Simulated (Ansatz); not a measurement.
`[CH3][GeH2][SH]` + H₂ → `[CH3][GeH3]` + H₂S at 500 K and 1 bar (hydrogenolysis of a Ge–S bond).

Program: Ansatz. Geometries: PBE0-D4/def2-TZVP. ΔE: electronic, gas phase. CCSD(T)/CBS is the MP2 limit (def2-TZVPP, def2-QZVPP) plus CCSD(T) − MP2 in def2-TZVPP, frozen cores. This one scheme is used for every species. For Ge outer-core shells are correlated without core-valence functions, which leaves a few kJ/mol of doubt a bond. Scalar relativity is left out up to krypton. Each species was taken in one conformer, which may not be the lowest.

```
          species  CCSD(T)/CBS energy (Eh)  H − E (kJ/mol)  S (J/(mol·K))
`[CH3][GeH2][SH]`              -2515.57584           202.4          383.4
               H₂                 -1.17544            41.0          145.5
    `[CH3][GeH3]`              -2117.76728           187.1          312.2
              H₂S               -398.97279            57.0          224.0
```

H − E and S are ideal-gas, rigid-rotor, harmonic terms from PBE0-D4/def2-TZVP, for one conformer and one mirror image of each species. The MP2-based limit puts H₂ 0.8 mEh under its directly extrapolated value; such offsets cancel only in part. 1 Eh = 2625.50 kJ/mol, R = 8.31446 J/(mol·K).

Question: By hand: ΔE, ΔH, ΔS and ΔG.

Answer: ΔE = (-2117.76728) + (-398.97279) − (-2515.57584) − (-1.17544) = 0.01121 Eh = 29.4 kJ/mol. Δ(H − E) = 187.1 + 57.0 − 202.4 − 41.0 = 0.7, so ΔH = 30.1 kJ/mol. ΔS = 312.2 + 224.0 − 383.4 − 145.5 = 7.3 J/(mol·K). ΔG = 30.1 − 500 × (7.3)/1000 = 26.5 kJ/mol.

Question: By hand: the equilibrium constant, and the temperature at which ΔG would vanish if ΔH and ΔS stayed fixed.

Answer: log₁₀ K = −ΔG/(RT ln 10) = -2.8. ΔG = 0 at ΔH/ΔS = 4123 K, far beyond where these terms or the molecules hold.

The number of gas molecules stays the same, so ΔS is small and ΔH decides. A doubt of 5 kJ/mol in ΔE shifts log₁₀ K by 0.5 here. Other conformers and mirror images would add mixing entropy, several J/(mol·K) or more a flexible species. These are equilibria of isolated gas molecules and say nothing of rates. Largest T1 diagnostic: 0.010 (customary marks: 0.02 for closed shells, 0.045 for open ones).
